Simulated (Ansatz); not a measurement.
A structure relaxed at r2SCAN-D4/def2-TZVP in Ansatz, charge 0, doublet:

```xyz
7

Cs   -1.109    1.082    1.028
Cs    2.064    3.411   -3.522
Cs   -0.902   -3.084    2.035
H     1.070    0.634   -1.485
H     0.139   -1.289    0.214
H     0.888    0.006   -1.078
H    -2.150   -0.759    2.808
```

Problem. Give its formula and point group.

Solution. Cs₃H₄. Point group Cs (tolerance 0.1 Å).

Problem. Summarise the bond lengths by kind (pairs closer than 1.2 times the sum of covalent radii, bridged metal pairs left out).

Solution. 5 × Cs–H 2.75 to 3.10 Å.

In the def2 sets Cs takes a core potential; there is no spin–orbit coupling. In the doublet, H4 and H6 lie 0.77 Å apart (atoms count from 1), so H2 has formed as a molecule. The relaxation made no stability test and no search for a lower SCF solution. Another isomer (doublet) lies 0.24 eV lower at PBE0-D4/def2-TZVP; other spin states weren't run for this one.
